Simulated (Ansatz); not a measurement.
Cost against result

Saddle point of SiNH5Cl2, singlet (SiH₂Cl₂ ([Cl][SiH2][Cl]) + NH₃ → SiNH₃Cl₂ ([NH2][SiH]([Cl])[Cl]) + H₂; bonds formed: Si1–N7, H2–H6; bonds broken: Si1–H2, H6–N7), PBE0-D4/def2-TZVP structure:

Si1  (-0.506, -0.522, -0.063)
H2  (1.115, -0.982, 0.400)
Cl3  (-0.145, -1.653, -1.760)
Cl4  (-1.041, -1.215, 1.814)
H5  (-1.848, -0.026, -0.460)
H6  (1.200, 0.071, 0.294)
N7  (0.452, 1.063, -0.017)
H8  (0.183, 1.731, 0.697)
H9  (0.589, 1.532, -0.905)
(Å)

Barriers are electronic and count from the start structure reached by relaxing down the imaginary mode.

Ansatz 0.2.0; basis: as named in each row; cores frozen in the correlated methods. B3LYP uses VWN-RPA correlation. Extrapolation: Hartree–Fock as exp(−7.88 √X), correlation as X^−2.97.

Times are rough, for one single point on 4 threads of a shared host (Arm Neoverse V2).

The estimate by CCSD(T) at an estimated basis limit (MP2 extrapolated from triple and quadruple zeta, plus CCSD(T) − MP2 in triple zeta) is 1.886 eV.

```
      method       basis  time (s)  barrier (eV)  method less estimate
          HF      STO-3G   under 1         3.613                 1.727
      PBE-D4      STO-3G   under 1         1.562                -0.324
       SPW92    def2-SVP   under 1         1.025                -0.861
    B3LYP-D4       6-31G   under 1         2.040                 0.154
      PBE-D4    def2-SVP   under 1         1.449                -0.436
     PBE0-D4    def2-SVP   under 1         1.633                -0.252
       SPW92  def2-TZVPP         1         1.098                -0.787
      PBE-D4  def2-TZVPP         2         1.506                -0.380
     BLYP-D4  def2-TZVPP         2         1.746                -0.140
     CCSD(T)    def2-SVP         2         2.061                 0.175
    B3LYP-D4  def2-TZVPP         2         1.847                -0.039
    BHLYP-D4  def2-TZVPP         2         2.039                 0.154
     PBE0-D4  def2-TZVPP         2         1.657                -0.229
CAM-B3LYP-D4  def2-TZVPP         3         1.876                -0.009
  RPA on PBE  def2-TZVPP         3         1.946                 0.060
   r2SCAN-D4  def2-TZVPP         4         1.608                -0.278
     wB97M-V    def2-SVP         4         1.751                -0.135
      B2PLYP  def2-TZVPP         4         1.926                 0.040
  r2SCAN0-D4  def2-TZVPP         4         1.719                -0.167
    PBE-QIDH  def2-TZVPP         4         1.790                -0.096
     wB97X-V  def2-TZVPP         6         1.865                -0.021
      B97M-V  def2-TZVPP         6         1.743                -0.143
     wB97M-V  def2-TZVPP         7         1.821                -0.065
         MP2  def2-QZVPP        14         1.813                -0.073
     CCSD(T)  def2-TZVPP        68         1.917                 0.031
```

All methods are single points on the PBE0-D4 structures.

T1 diagnostic: at most 0.010.

Labels in which every atom is bracketed show which atoms are joined, not bond orders.
